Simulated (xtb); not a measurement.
xtb input (GFN2-xTB):

```bash
xtb mol.xyz --gfn 2 --sp --chrg -1 --uhf 0
```
mol.xyz:
```
7

N      1.40114949    -0.04684143    -0.12227064
B     -0.07559236     0.13606130    -0.01231318
O     -0.73853565     1.22544433    -0.23865943
O     -0.68487932    -1.11327557     0.42307781
H      1.84773033     0.62241430    -0.73040839
H      1.72782787    -0.98325347    -0.31590793
H     -1.61832302    -0.88892728     0.48842958
```

Output:

```
           -------------------------------------------------
          |                Calculation Setup                |
           -------------------------------------------------

           -------------------------------------------------
          |                 G F N 2 - x T B                 |
           -------------------------------------------------

        Reference                      10.1021/acs.jctc.8b01176
      * Hamiltonian:
        H0-scaling (s, p, d)           1.850000    2.230000    2.230000
        zeta-weighting                 0.500000
      * Dispersion:
        s8                             2.700000
        a1                             0.520000
        a2                             5.000000
        s9                             5.000000
      * Repulsion:
        kExp                           1.500000    1.000000
        rExp                           1.000000
      * Coulomb:
        alpha                          2.000000
        third order                    shell-resolved
        anisotropic                    true
        a3                             3.000000
        a5                             4.000000
        cn-shift                       1.200000
        cn-exp                         4.000000
        max-rad                        5.000000

          ...................................................
          :                      SETUP                      :
          :.................................................:
          :  # basis functions                  19          :
          :  # atomic orbitals                  19          :
          :  # shells                           11          :
          :  # electrons                        24          :
          :  max. iterations                   250          :
          :  Hamiltonian                  GFN2-xTB          :
          :  restarted?                      false          :
          :  GBSA solvation                  false          :
          :  PC potential                    false          :
          :  electronic temp.          300.0000000     K    :
          :  accuracy                    1.0000000          :
          :  -> integral cutoff          0.2500000E+02      :
          :  -> integral neglect         0.1000000E-07      :
          :  -> SCF convergence          0.1000000E-05 Eh   :
          :  -> wf. convergence          0.1000000E-03 e    :
          :  Broyden damping             0.4000000          :
          :  net charge                         -1          :
          :  unpaired electrons                  0          :
          ...................................................

 iter      E             dE          RMSdq      gap      omega  full diag
   1    -13.9234150 -0.139234E+02  0.874E+00    9.14       0.0  T
   2    -14.1553400 -0.231925E+00  0.536E+00    6.28       1.0  T
   3    -14.1685184 -0.131783E-01  0.275E+00    7.59       1.0  T
   4    -14.1732504 -0.473202E-02  0.102E+00    6.74       1.0  T
   5    -14.1801936 -0.694316E-02  0.432E-01    7.40       1.0  T
   6    -14.1812373 -0.104372E-02  0.112E-01    7.20       1.0  T
   7    -14.1812348  0.243998E-05  0.470E-02    7.23       1.0  T
   8    -14.1812499 -0.150734E-04  0.853E-03    7.21       4.4  T
   9    -14.1812498  0.830295E-07  0.643E-03    7.22       5.9  T
  10    -14.1812502 -0.365022E-06  0.144E-03    7.21      26.2  T
  11    -14.1812502 -0.180081E-07  0.570E-04    7.21      66.4  T
  12    -14.1812502 -0.285901E-08  0.128E-04    7.21     295.0  T

   *** convergence criteria satisfied after 12 iterations ***

         #    Occupation            Energy/Eh            Energy/eV
      -------------------------------------------------------------
         1        2.0000           -0.4413133             -12.0087
       ...           ...                  ...                  ...
         6        2.0000           -0.2690010              -7.3199
         7        2.0000           -0.2399506              -6.5294
         8        2.0000           -0.2288425              -6.2271
         9        2.0000           -0.1780289              -4.8444
        10        2.0000           -0.1653301              -4.4989
        11        2.0000           -0.1363793              -3.7111
        12        2.0000           -0.1151843              -3.1343 (HOMO)
        13                          0.1499063               4.0792 (LUMO)
        14                          0.2677588               7.2861
        15                          0.3616496               9.8410
        16                          0.4153012              11.3009
        17                          0.5058542              13.7650
       ...                                ...                  ...
        19                          0.8854900              24.0954
      -------------------------------------------------------------
                  HL-Gap            0.2650906 Eh            7.2135 eV
             Fermi-level            0.0173610 Eh            0.4724 eV

 SCC (total)                   0 d,  0 h,  0 min,  0.002 sec
 SCC setup                      ...        0 min,  0.000 sec (  2.090%)
 Dispersion                     ...        0 min,  0.000 sec (  0.850%)
 classical contributions        ...        0 min,  0.000 sec (  0.408%)
 integral evaluation            ...        0 min,  0.000 sec ( 14.474%)
 iterations                     ...        0 min,  0.001 sec ( 49.334%)
 molecular gradient             ...        0 min,  0.001 sec ( 29.036%)
 printout                       ...        0 min,  0.000 sec (  3.543%)

         :::::::::::::::::::::::::::::::::::::::::::::::::::::
         ::                     SUMMARY                     ::
         :::::::::::::::::::::::::::::::::::::::::::::::::::::
         :: total energy             -14.088155479271 Eh    ::
         :: gradient norm              0.035269265323 Eh/a0 ::
         :: HOMO-LUMO gap              7.213481610546 eV    ::
         ::.................................................::
         :: SCC energy               -14.181249902904 Eh    ::
         :: -> isotropic ES            0.287464296577 Eh    ::
         :: -> anisotropic ES          0.000667552708 Eh    ::
         :: -> anisotropic XC          0.000338088229 Eh    ::
         :: -> dispersion             -0.002817200878 Eh    ::
         :: repulsion energy           0.093094423633 Eh    ::
         :: add. restraining           0.000000000000 Eh    ::
         :: total charge              -1.000000000000 e     ::
         :::::::::::::::::::::::::::::::::::::::::::::::::::::

           -------------------------------------------------
          |                Property Printout                |
           -------------------------------------------------

    * Orbital Energies and Occupations

         #    Occupation            Energy/Eh            Energy/eV
      -------------------------------------------------------------
         1        2.0000           -0.4413133             -12.0087
         2        2.0000           -0.3767484             -10.2518
         3        2.0000           -0.3673094              -9.9950
         4        2.0000           -0.3269837              -8.8977
         5        2.0000           -0.2950606              -8.0290
         6        2.0000           -0.2690010              -7.3199
         7        2.0000           -0.2399506              -6.5294
         8        2.0000           -0.2288425              -6.2271
         9        2.0000           -0.1780289              -4.8444
        10        2.0000           -0.1653301              -4.4989
        11        2.0000           -0.1363793              -3.7111
        12        2.0000           -0.1151843              -3.1343 (HOMO)
Note: The following floating-point exceptions are signalling: IEEE_UNDERFLOW_FLAG IEEE_DENORMAL
normal termination of xtb
        13                          0.1499063               4.0792 (LUMO)
        14                          0.2677588               7.2861
        15                          0.3616496               9.8410
        16                          0.4153012              11.3009
        17                          0.5058542              13.7650
        18                          0.5715764              15.5534
        19                          0.8854900              24.0954
      -------------------------------------------------------------
                  HL-Gap            0.2650906 Eh            7.2135 eV
             Fermi-level            0.0173610 Eh            0.4724 eV

     #   Z          covCN         q      C6AA      α(0)
     1   7 N        2.557    -0.476    32.589     8.478
     2   5 B        2.407     0.471    18.800     7.964
     3   8 O        0.789    -0.785    31.179     7.484
     4   8 O        1.586    -0.626    25.829     6.858
     5   1 H        0.860     0.091     1.880     2.148
     6   1 H        0.860     0.089     1.898     2.158
     7   1 H        0.805     0.235     0.955     1.535

 Mol. C6AA /au·bohr⁶  :        590.108115
 Mol. C8AA /au·bohr⁸  :      13062.460012
 Mol. α(0) /au        :         36.626254

Wiberg/Mayer (AO) data.
largest (>0.10) Wiberg bond orders for each atom

 ---------------------------------------------------------------------------
     #   Z sym  total        # sym  WBO       # sym  WBO       # sym  WBO
 ---------------------------------------------------------------------------
     1   7 N    2.992 --     5 H    0.982     6 H    0.981     2 B    0.933
     2   5 B    3.402 --     3 O    1.597     1 N    0.933     4 O    0.862
     3   8 O    1.747 --     2 B    1.597
     4   8 O    1.891 --     7 H    0.932     2 B    0.862
     5   1 H    0.992 --     1 N    0.982
     6   1 H    0.992 --     1 N    0.981
     7   1 H    0.945 --     4 O    0.932
 ---------------------------------------------------------------------------

Topologies differ in total number of bonds
Writing topology from bond orders to xtbtopo.mol

molecular dipole:
                 x           y           z       tot (Debye)
 q only:        0.471      -0.791      -0.010
   full:        0.514      -1.084      -0.198       3.089
molecular quadrupole (traceless):
                xx          xy          yy          xz          yz          zz
 q only:        1.374       2.946      -4.943      -1.245       2.170       3.568
  q+dip:        2.387       3.111      -6.158      -2.653       2.568       3.771
   full:        2.452       3.472      -6.374      -2.948       2.652       3.922

           -------------------------------------------------
          | TOTAL ENERGY              -14.088155479271 Eh   |
          | GRADIENT NORM               0.035269265323 Eh/α |
          | HOMO-LUMO GAP               7.213481610546 eV   |
           -------------------------------------------------

------------------------------------------------------------------------
------------------------------------------------------------------------
 total:
 SCF:
```

It need not be the lowest isomer of its formula. Whether it binds its extra electron was not tested at this geometry.
